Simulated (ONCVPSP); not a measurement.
Transferability test, ONCV potential for Si

ONCVPSP 4.0.1 input, shortened (lines: element, Z, core and valence counts, functional; n l f; lmax; l rc ep ncon nbas qcut; lloc lpopt rc5 dvloc0; l nproj debl; icmod fcfact rcfact), LDA (Perdew-Zunger), scalar-relativistic:

```
  Si 14.00    3    1        3      upf
    1    0    2.00
    2    0    2.00
    2    1    6.00
    3    0    2.00
    1
    0    1.65    0.00    4    9    5.10
    1    1.65    0.21    4    8    5.50
    4    5    1.30    6.00
    0    2    1.60
    1    3    3.00
    2    0.60    0.60
```

In the p channel the program set the typed energies aside and used 0.050, 3.050, 6.050 Ha.

Energies are relative to the spin-unpolarised reference configuration 3s2; without spin polarisation the order of configurations can differ from experiment.

```tsv
valence configuration	charge	ΔE all-electron (eV)	error AE − PS (meV)
3s2 3p1	+1	-16.114	+24
3s2 3p1.5	+0.5	-20.978	+37
```

(1) What are ΔE and the potential's error for 3s2 3p2?

(2) What are ΔE and the potential's error for 3s1?

Levels in the configuration 3s1:

| level | all-electron (eV) | pseudo (eV) |
| --- | --- | --- |
| 3s | -39.696 | -39.648 |

Answers

(1) ΔE = -23.943 eV all-electron; the error (AE − PS) is +47 meV.

(2) ΔE = 34.145 eV all-electron; the error (AE − PS) is +20 meV.
